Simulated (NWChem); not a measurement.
System: SiHBr, singlet; SMILES [SiH]Br

Parts of the log:

```
             Northwest Computational Chemistry Package (NWChem) 7.3.0
             --------------------------------------------------------

                             Geometry "geometry" -> ""
                             -------------------------

 Output coordinates in angstroms (scale by  1.889725989 to convert to a.u.)

  No.       Tag          Charge          X              Y              Z
 ---- ---------------- ---------- -------------- -------------- --------------
    1 Si                  14.0000     0.10061800    -1.57992500     0.00000000
    2 H                    1.0000    -1.44265500    -1.74777500     0.00000000
    3 Br                  35.0000     0.01737700     0.68875800     0.00000000

 Effective nuclear repulsion energy (a.u.)     125.5099222956

  pbe96 is a nonlocal functional; adding pw91lda local functional.

                                 NWChem DFT Module
                                 -----------------

 Summary of "ao basis" -> "ao basis" (spherical)
 ------------------------------------------------------------------------------
       Tag                 Description            Shells   Functions and Types
 ---------------- ------------------------------  ------  ---------------------
 Si                         def2-svp                 8       18   4s3p1d
 H                          def2-svp                 3        5   2s1p
 Br                         def2-svp                12       32   5s4p3d

 in cosmo_initialize ...
 calling solv_data for solv:thf

 solvent parameters
 solvname_short: thf
 solvname_long:  tetrahydrofuran
 dielec:        7.4257
 dielecinf:     1.9740
 nonaqueous SMD model solvent descriptors
 dielec:        7.4257
 sola:          0.0000
 solb:          0.4800
 solc:          0.0000
 solg:         39.4400
 solh:          0.0000
 soln:          1.4050

          ---------------
          -cosmo- solvent
          ---------------
 Cosmo: York-Karplus, doi: 10.1021/jp992097l
 dielectric constant -eps-     =   7.43
 screen = (eps-1)/(eps    )    =   0.86533
 surface charge correction     = lagrangian

   van der Waals surface
 --------------------------

[...]

                                COSMO-SMD solvation results
                                ---------------------------

             internal energy in gas <Psi(g)|H|Psi(g)> =     -2863.292730477014
         internal energy in solvent <Psi(s)|H|Psi(s)> =     -2863.292598786809
                               delta internal energy  =         0.000131690205 (    0.08 kcal/mol)
   total free energy in solvent <Psi(s)|H+V/2|Psi(s)> =     -2863.294323407632
 polarization energy contribution <Psi(s)|V/2|Psi(s)> =        -0.001724620822 (   -1.08 kcal/mol)
    total free energy in solvent including G(SMD-CDS) =     -2863.297562547364
                       G(SMD-CDS) energy contribution =        -0.003239139732 (   -2.03 kcal/mol)
     1 M fixed-concentration free energy of solvation =        -0.004832070349 (   -3.03 kcal/mol)

                       DFT Final Molecular Orbital Analysis
                       ------------------------------------

 Vector   23  Occ=2.000000D+00  E=-2.849034D-01
              MO Center=  2.5D-02,  4.4D-01, -8.6D-09, r^2= 1.8D+00
   Bfn.  Coefficient  Atom+Function         Bfn.  Coefficient  Atom+Function
  ----- ------------  ---------------      ----- ------------  ---------------
    40      0.558285  3 Br pz                37      0.503303  3 Br pz
    34     -0.335844  3 Br pz                13      0.148006  1 Si pz
    10      0.128008  1 Si pz                31      0.109290  3 Br pz
     7     -0.069551  1 Si pz                15      0.047576  1 Si d -1
    52     -0.032478  3 Br d -1

 Vector   24  Occ=2.000000D+00  E=-2.768315D-01
              MO Center=  1.3D-01,  8.7D-02,  8.1D-09, r^2= 2.6D+00
   Bfn.  Coefficient  Atom+Function         Bfn.  Coefficient  Atom+Function
  ----- ------------  ---------------      ----- ------------  ---------------
    38      0.471419  3 Br px                35      0.422136  3 Br px
    32     -0.281992  3 Br px                 3      0.240367  1 Si s
    39      0.228607  3 Br py                36      0.216995  3 Br py
     4      0.166072  1 Si s                 33     -0.142044  3 Br py
     2      0.141085  1 Si s                  9     -0.125834  1 Si py

 Vector   25  Occ=2.000000D+00  E=-2.126859D-01
              MO Center=  3.6D-02, -1.1D+00, -8.8D-10, r^2= 3.5D+00
   Bfn.  Coefficient  Atom+Function         Bfn.  Coefficient  Atom+Function
  ----- ------------  ---------------      ----- ------------  ---------------
     3      0.355866  1 Si s                 38     -0.352974  3 Br px
     4      0.337452  1 Si s                 35     -0.288928  3 Br px
    19     -0.269166  2 H  s                  8      0.259387  1 Si px
    11      0.244744  1 Si px                20     -0.243618  2 H  s
     2      0.206152  1 Si s                 32      0.190631  3 Br px

 Vector   26  Occ=0.000000D+00  E=-1.371720D-01
              MO Center=  7.4D-02, -1.3D+00,  1.7D-09, r^2= 2.9D+00
   Bfn.  Coefficient  Atom+Function         Bfn.  Coefficient  Atom+Function
  ----- ------------  ---------------      ----- ------------  ---------------
    13      0.662276  1 Si pz                10      0.444241  1 Si pz
    40     -0.290345  3 Br pz                 7     -0.226478  1 Si pz
    37     -0.206116  3 Br pz                34      0.134318  3 Br pz
    52     -0.048489  3 Br d -1              31     -0.043519  3 Br pz

[...]
```

Level: PBE/def2-SVP, SMD on the gas-phase geometry. Low-valent species are run as closed-shell singlets; no triplet was tried in these runs. Structure relaxed at the PBE-D3(BJ)/def2-SVP level. Solvent: tetrahydrofuran.

**Question.** Write an input that gives this output.

**Answer.** This is not unique; one that fits is the input that was run:
```
start job
memory heap 200 mb stack 900 mb global 1100 mb
geometry units angstroms noautosym nocenter noautoz
  Si     0.100618    -1.579925     0.000000
  H     -1.442655    -1.747775     0.000000
  Br     0.017377     0.688758     0.000000
end
basis spherical
  * library def2-svp
end
dft
  xc xpbe96 cpbe96
  iterations 150
end
cosmo
  do_cosmo_smd true
  solvent thf
end
task dft energy
```
